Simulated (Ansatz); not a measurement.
Process, species as SMILES: [SeH] (SeH) → [SeH-] (an electron is taken up)
B3LYP-D3(BJ)/def2-TZVP geometries, fixed; electronic energies without zero-point terms; positive where energy is released.

Basis-set convergence of the adiabatic electron affinity at HF with Ansatz (a first-principles code). All functions are spherical. Open shells are unrestricted. No added dispersion term, no relativity. Functions are those of the species that has most. Reference: the value in aug-cc-pV5Z, 1.190 eV, itself unsure by roughly 0.001 eV (its mean distance from aug-pcseg-3, aug-cc-pVQZ, def2-QZVPPD). Deviations are taken from unrounded values.

```json
[
 {"basis": "pcseg-0", "functions": "24", "adiabatic electron affinity (eV)": "0.549", "minus reference (eV)": "-0.642"},
 {"basis": "pcseg-1", "functions": "32", "adiabatic electron affinity (eV)": "0.793", "minus reference (eV)": "-0.397"},
 {"basis": "def2-SV(P)", "functions": "34", "adiabatic electron affinity (eV)": "0.647", "minus reference (eV)": "-0.544"},
 {"basis": "def2-SVP", "functions": "37", "adiabatic electron affinity (eV)": "0.641", "minus reference (eV)": "-0.549"},
 {"basis": "def2-SVPD", "functions": "49", "adiabatic electron affinity (eV)": "1.259", "minus reference (eV)": "0.069"},
 {"basis": "def2-TZVP", "functions": "54", "adiabatic electron affinity (eV)": "1.014", "minus reference (eV)": "-0.176"},
 {"basis": "pcseg-2", "functions": "57", "adiabatic electron affinity (eV)": "1.069", "minus reference (eV)": "-0.122"},
 {"basis": "def2-TZVPP", "functions": "62", "adiabatic electron affinity (eV)": "1.017", "minus reference (eV)": "-0.173"},
 {"basis": "def2-TZVPD", "functions": "66", "adiabatic electron affinity (eV)": "1.201", "minus reference (eV)": "0.011"},
 {"basis": "def2-TZVPPD", "functions": "74", "adiabatic electron affinity (eV)": "1.201", "minus reference (eV)": "0.011"},
 {"basis": "pcseg-3", "functions": "101", "adiabatic electron affinity (eV)": "1.159", "minus reference (eV)": "-0.031"},
 {"basis": "def2-QZVP", "functions": "105", "adiabatic electron affinity (eV)": "1.102", "minus reference (eV)": "-0.088"},
 {"basis": "def2-QZVPP", "functions": "119", "adiabatic electron affinity (eV)": "1.102", "minus reference (eV)": "-0.088"},
 {"basis": "def2-QZVPPD", "functions": "131", "adiabatic electron affinity (eV)": "1.191", "minus reference (eV)": "0.001"},
 {"basis": "pcseg-4", "functions": "172", "adiabatic electron affinity (eV)": "1.180", "minus reference (eV)": "-0.010"}
]
```

The smallest set listed that lies within 0.05 eV of the reference with all its larger relatives (same family, alike in diffuse functions; a set with none counts only in the reference's own line) is def2-TZVPD (66 functions, 0.011 eV off).
